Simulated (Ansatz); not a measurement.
Program: Ansatz. Geometries: PBE0-D4/def2-TZVP. ΔE: electronic, gas phase. CCSD(T)/CBS is the MP2 limit (def2-TZVPP, def2-QZVPP) plus CCSD(T) − MP2 in def2-TZVPP, frozen cores. This one scheme is used for every species. DFT in def2-TZVPP. B3LYP here is the variant with VWN-RPA as its local correlation; programs differ in this. Each species was taken in one conformer, which may not be the lowest.

Consider the ligand exchange at the Si–C bond: `F[Si@@H]1O[C@H]1[SiH3]` + `O[Si]S` → `[SiH3]O[Si]S` + `F[SiH]1CO1`.

Question: Is it downhill or uphill in electronic energy at CCSD(T)/CBS, and by how much? (Estimate.)

Answer: Ansatz gave: Downhill: ΔE = -100.3 kJ/mol.

Question: What do these levels give: LDA (SPW92), BLYP-D4, B97M-V, r2SCAN0-D4, B2PLYP, B3LYP, r2SCAN0, BHLYP, RPA@PBE/def2-TZVPP, HF/def2-SVP, SCS-MP2/def2-TZVPP, MP2/CBS(def2)? (Estimate.)

Answer: Ansatz gave: LDA (SPW92) -85.4, BLYP-D4 -96.6, B97M-V -100.9, r2SCAN0-D4 -101.6, B2PLYP -104.6, B3LYP -103.5, r2SCAN0 -101.7, BHLYP -112.0, RPA@PBE/def2-TZVPP -102.3, HF/def2-SVP -118.6, SCS-MP2/def2-TZVPP -107.5, MP2/CBS(def2) -102.1 kJ/mol.

Question: What do rigid-rotor, harmonic-oscillator terms from PBE0-D4/def2-TZVP frequencies (298.15 K, 1 bar) make of the CCSD(T)/CBS value? (Estimate.)

Answer: Computed: ΔZPE = +3.6 kJ/mol, ΔH = -96.8 kJ/mol, ΔS = 10 J/(mol·K), ΔG = -99.9 kJ/mol.

Largest T1 diagnostic among the species: 0.015.

From BLYP to BHLYP (50 % exact exchange), in def2-TZVPP and without D4, ΔE moves by −13.3 kJ/mol. Leaving LDA and LC-ωPBE aside and taking each functional with its dispersion term where it has one, the values, not all of them listed here, spread over 26.0 kJ/mol, from BHLYP-D4 to revPBE-D4. In def2-TZVPP, CCSD(T) changes the Hartree–Fock value by +21.6 kJ/mol (the triples alone add +3.4 kJ/mol) and MP2 by +19.8 kJ/mol.
